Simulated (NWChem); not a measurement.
TiN₂H₃F; SMILES [NH]=[Ti]([NH2])[F]

```xyz
7

Ti    -0.0388    -0.0549     0.0086
N     -1.6510     0.3525    -0.0061
H     -2.6650     0.2491    -0.0211
F      0.5417    -1.7516    -0.0068
N      1.0552     1.4783    -0.0055
H      2.0745     1.4641    -0.0081
H      0.7402     2.4447    -0.0190
```
Atoms are numbered in this order, from 1.

Program: NWChem. Structure relaxed at the PBE0/def2-SVP level.

For level LRC-wPBEh/def2-SVP:

| Property | Value |
|---|---|
| highest occupied level (eV) | -8.96 |
| orbital gap (eV) | 8.71 |

Q: What are these values for level BLYP/def2-SVP?

A: 
| Property | Value |
|---|---|
| highest occupied level (eV) | -5.29 |
| orbital gap (eV) | 2.42 |
